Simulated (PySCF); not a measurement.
## Worked example: oscillator strength and radiative lifetime

In(H)2(SiH3) (H5InSi), SMILES [SiH3][InH2].

Coordinates come from a r2SCAN-D4/def2-TZVP optimisation. The def2 effective core potentials stand for the cores of In; spin–orbit coupling is left out.

TDA-LC-ωPBE/def2-SVPD (PySCF 2.14.0) puts the first singlet state with f over 0.02 at 7.05 eV (vertical), with the transition dipole (0.567, 0.353, 0.306) in atomic units.

Task: Find the oscillator strength, the wavelength and the radiative lifetime that this transition would have in vacuum if emission retraced absorption.

Result: 
|μ|² = 0.5397 au, so |μ| = 1.87 D. ΔE = 7.05/27.211 = 0.2591 hartree. f = (2/3) ΔE |μ|² = 0.093 (the program prints 0.093).
λ = 1239.84/7.05 = 176 nm; ν = 56862 cm⁻¹.
Einstein's coefficient A = 0.6670 ν² f s⁻¹ (ν in cm⁻¹) = 2.0e8 s⁻¹, so τ = 1/A = 5.0 ns. This state is S3; the lower singlets have f = 0.004, 0.000. The figure is the radiative limit of this one transition; relaxation, internal conversion, crossing to triplets and a medium change what is measured.
